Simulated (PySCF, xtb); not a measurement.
Ge(F)(Br)(OH)2 (BrFGeH2O2), SMILES [F][Ge]([OH])([Br])[OH].

xtb with GFN2-xTB at its own geometry gives an orbital gap of 5.67 eV and a dipole moment of 4.62 D.

Geometry: B3LYP-D3(BJ)/def2-SVP. The structure was generated by enumeration, and PubChem lists no compound with its InChIKey, so it may never have been made. Other conformers were not sampled.

Question: What does B3LYP/def2-TZVP (PySCF) give? (The exact figures need the calculation; the answer reports its results.)

Answer: gap 7.05 eV (levels -8.78 and -1.73 eV), dipole 1.75 D.
